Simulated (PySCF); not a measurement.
H₅Mo, SMILES [MoH5+] (connectivity only; charge and spin as stated), charge +1, multiplicity 1.

Coordinates come from a B3LYP-D3(BJ)/def2-TZVPD optimisation. The geometry has at least one imaginary mode, so it is a saddle point at that level. The multiplicity is an assumed one; other spin states were not compared. The def2 effective core potentials stand for the cores of Mo; spin–orbit coupling is left out.

All values below come from ωB97X/def2-TZVPD (PySCF).

Symmetry labels are those of the subgroup C2v that the program uses (full group C4v).

**Question.** List the valence orbital energies around the gap with their symmetry. (An estimate is asked for; the answer gives what the named calculation found.)

**Answer.** 
| orbital | symmetry | energy (eV) |
|---|---|---|
| HOMO−7 | B1 | -54.91 |
| HOMO−6 | B2 | -54.91 |
| HOMO−5 | A1 | -54.62 |
| HOMO−4 | A1 | -19.97 |
| HOMO−3 | B1 | -19.07 |
| HOMO−2 | B2 | -19.07 |
| HOMO−1 | A2 | -19.05 |
| HOMO | A1 | -18.75 |
| LUMO | A1 | -8.57 |
| LUMO+1 | A1 | -7.31 |
| LUMO+2 | B1 | -6.73 |
| LUMO+3 | B2 | -6.73 |
